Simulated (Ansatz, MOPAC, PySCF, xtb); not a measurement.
Donor–acceptor adduct: AlH3 (SMILES [AlH3]) (first 4 atoms) with AsH3 (SMILES [AsH3]); geometry from B3LYP-D3(BJ)/def2-TZVP, rigid monomers moved along the line of their centres of mass till Al1···As5 is 3.74 Å.
(charge 0, multiplicity 1):
```xyz
8

Al     0.28220     0.62546     0.56096
H     -0.54048    -0.29261    -0.44148
H     -0.24747     2.09129     0.86980
H      1.81159     0.28936     0.83026
As    -1.02539    -0.93568     3.69376
H     -0.56029    -0.43570     5.04160
H     -0.80628    -2.40715     3.95785
H     -2.50670    -0.91412     3.99080
```

```csv
level,interaction energy (kcal/mol),"minus CCSD(T)/CBS(def2-SVPD, def2-TZVPPD)",cost
PM7,-12.78,-7.12,-
GFN1-xTB,-7.78,-2.12,-
GFN2-xTB,-4.32,1.34,-
HF/STO-3G (no counterpoise),-5.20,0.45,-
r2SCAN-D3(BJ)/def2-TZVPPD,-6.12,-0.46,×2
r2SCAN-D4/def2-TZVPPD,-6.07,-0.41,×2
B3LYP/LANL2DZ (no counterpoise),-5.92,-0.26,-
PBE0-D4/def2-TZVPPD,-6.38,-0.72,×1
wB97M-V/def2-TZVPPD,-5.98,-0.32,×4
MP2/def2-SVPD,-5.59,0.07,-
MP2/def2-TZVPPD,-5.66,0.00,-
SCS-MP2/def2-TZVPPD,-5.31,0.35,-
CCSD/def2-TZVPPD,-5.35,0.31,-
"CCSD(T)/CBS(def2-SVPD, def2-TZVPPD)",-5.66,0.00,×20
```

 The comparison column counts from a level with limits of its own.

The rows run from -12.78 (PM7) to -4.32 kcal/mol (GFN2-xTB). From def2-SVPD to def2-TZVPPD MP2 changes by -0.07.

Counterpoise-corrected where a basis set is named; no monomer relaxation. Rows marked so take none.

Correlated levels freeze the cores. Filled d and f shells under p-block atoms count as core. CBS: X⁻³ extrapolation of the correlation energy, Hartree–Fock from the larger set. Rows in LANL2DZ, STO-3G carry no dispersion term and start afresh at each structure; the Pople sets are all-electron and without relativity. LANL2DZ brings its own core potentials from Na on. The state that PM7 reach isn't checked; PM7 holds dispersion and hydrogen-bond terms.

Codes used: Ansatz (Gaussian basis) for Hartree–Fock, density functionals and correlated methods; MOPAC for PM7 (differences of heats of formation); PySCF for LANL2DZ rows, STO-3G rows, the dispersion terms; xtb for the GFN methods. Each number belongs to the level named beside it.

Costs are rough ratios of core time to PBE/def2-TZVPPD (about 7 s over the structures, on one shared machine); a dash marks a level with no comparable run of its own.

Ansatz is an electronic-structure program.
